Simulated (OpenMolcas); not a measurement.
# N: CASPT2 settings compared

* Program: OpenMolcas
* Basis: ANO-R2 [4s4p2d1f]
* Scalar Hamiltonian: X2C, finite nucleus
* Active space: 5 electrons in 8 orbitals (2s 2p 3s 3p)
* State averaging: 2S+1 = 4 odd, 1 root; 2S+1 = 2 odd, 8 roots; 2S+1 = 4 even, 3 roots (0 in the spin-orbit step); 2S+1 = 2 even, 3 roots (0 in the spin-orbit step)
* Spin-orbit coupling: state interaction with AMFI integrals over the reference wave functions, term energies averaged over their components

Methods on the same reference wave functions:
A. CASSCF
B. SS-CASPT2, IPEA 0.2 Eh, imaginary shift 0.3 Eh (closed shells correlated: 1s)
C. SS-CASPT2, IPEA 0.35 Eh, real shift 0.2 Eh (closed shells correlated: none)
D. SS-CASPT2, IPEA 0.15 Eh, sigma1 regulariser 0.4 Eh (closed shells correlated: 1s)

Energies in cm⁻¹ above 2s² 2p³ ⁴S°_3/2, the measured ground level; measured values from NIST Handbook of Basic Atomic Spectroscopic Data.

```tsv
Level	A	B	C	D	Measured
2s² 2p³ ⁴S°_3/2	0.0	0.0	0.0	0.0	0.0
2s² 2p³ ²D°_3/2	22186	20060	20070	20060	19233
2s² 2p³ ²D°_5/2	22190	20070	20070	20070	19224
2s² 2p³ ²P°_1/2	28450	29330	29170	29350	28839
2s² 2p³ ²P°_3/2	28453	29330	29170	29360	28839
```

Deviations, from unrounded energies. A percentage is the sum of absolute deviations over the sum of measured energies, with the sign that they share, or ± where signs differ.

| Against measurement | Levels | A | B | C | D |
| --- | --- | --- | --- | --- | --- |
| mean absolute deviation (cm-1) | 4 | 1700 | 660 | 590 | 670 |
| other terms of the ground configuration (%) | 4 | ±7.0 | +2.8 | +2.4 | +2.8 |

C lies closest to measurement on these levels and A furthest from it. The largest miss of C in the table is 2s² 2p³ ²D°_5/2, by +850 cm-1. The ranking rests on the paired levels alone, and a cruder setting can come out closer through cancelling errors.

Among B to D the level of the table that moves most is 2s² 2p³ ²P°_1/2, by 180 cm-1 (lowest in C, highest in D). Moves below CASPT2's spread within the term are not significant.

From A to B the spin-free energies of the other terms of 2s² 2p³ shown, above ⁴S°, scale by factors of 0.90 to 1.03.

The lowest spin-free term lies below A's lowest term by 0.083 hartree in B, 0.071 hartree in C, 0.084 hartree in D.

CASPT2 does not keep the components of a term degenerate, so their means are used; among the terms shown or strongly mixed into the levels shown the widest spread is 73 cm-1 (2s² 2p³ ²D°, C). Active for correlation alone: 3p 3s; no level in the range computed is led by a configuration that fills them, so any true level of that kind is missing. Without dynamic correlation excited terms often stand tens of per cent too high (terms of higher spin than the ground term too low), and those without a measured partner can miss by more than the paired ones (holds for A). Measured partners are found by configuration, term and J. A level has none where our copy of the source lacks it or the pairing is in doubt (some pairs that miss far off the trend of their configuration count as doubtful), and it then counts in no deviation. Only configurations of the active space appear.

° marks odd parity.
